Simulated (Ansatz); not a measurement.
```yaml
crystal:
  periodic: [false, false, false]
  atoms:
    - {symbol: B, position_ang: [-0.691845, 0.952389, -1.037789]}
    - {symbol: O, position_ang: [0.381893, 0.712563, -0.271604]}
    - {symbol: Ge, position_ang: [0.625500, -0.707864, 0.802713]}
    - {symbol: H, position_ang: [-1.623152, 0.183840, -1.057126]}
    - {symbol: H, position_ang: [-0.695257, 1.953572, -1.701358]}
    - {symbol: H, position_ang: [0.819265, -0.140332, 2.213202]}
    - {symbol: H, position_ang: [1.892096, -1.406666, 0.296165]}
    - {symbol: H, position_ang: [-0.616301, -1.604603, 0.699995]}
basis:
  gaussian: {orbitals: pcseg-2, point_charges: [{charge: 1.00, position_ang: [5.704, 0.879, -0.529]}]}
hamiltonian: {xc: {name: HF}}
correlation: {method: mp2, frozen_orbitals: {B: 9}}
```

```sh
$ ansatz run in.yaml --threads 2 --pin off --events-out ev --progress --plain --max-ram 4352MiB
```

Output, abridged:

```
Functional definition: HF
Error: "frozen_orbitals" has no count for O
```

**Question.** Something in this input is off. What?

**Answer.** Frozen orbitals are typed for one element alone, and the program wants a count for each. The program refused the input.
